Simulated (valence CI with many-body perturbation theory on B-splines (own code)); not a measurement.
## Ti⁹⁺ in brief

Level of theory: relativistic CI+MBPT: three valence electrons over a frozen Dirac-Fock core [Ne], radial functions for each j: 11 s, 11 p, 9 d, 7 f, 5 g, 2 h, 1 i, with the one-electron correlation potential Σ1, the two-electron term Σ2, the three-electron term Σ3, Breit, model QED; selected CI, second order for the rest, scaled by the run's own slope (own B-spline code, finite nucleus).

No measured spectrum was set against this ion. As an estimate, levels of excited configurations hold to 0.05 to 0.15 % of their energy, terms of the ground configuration to about 0.5 %.

Rates and lifetimes use the calculated energies. Strong lines usually hold to 10 to 20 %, long lifetimes can be off by a factor of two.

(1) What is the ground level?

(2) How well does LS coupling describe the low levels?

(3) Name the longest-lived excited levels whose lifetime is computed, and their main decay.

(4) What is the ionisation energy?

(5) How is the term 2P° of the ground level split?

Answers

(1) 3s2.3p 2P°_1/2, composition 97 % 3s2.3p 2P°, g = 0.665.

(2) Among the lowest 20 levels the leading LS term, summed over configurations, holds 99 % on average. For single configurations the figures are 90 % in LS and 64 % in jj coupling. Terms mix most in the J = 1/2 level at 264660 cm⁻¹, where the leading one holds 93 %.

(3) 3s2.3p 2P°_3/2 at 7552 cm⁻¹ lives 257 ms, mostly by M1 to 3s2.3p 2P°_1/2; 3s.3p2 4P_3/2 at 163220 cm⁻¹ lives 777 ns, mostly by E1 to 3s2.3p 2P°_3/2; 3s.3p2 4P_5/2 at 167280 cm⁻¹ lives 245 ns, mostly by E1 to 3s2.3p 2P°_3/2. The lifetime of 3s.3p.3d 4F°_9/2 is too uncertain to give, and may be longer.

(4) 216.8 eV; NIST lists 215.92 ± 0.12 eV (measured).

(5) J = 1/2 at 0, J = 3/2 at 7552 cm⁻¹.
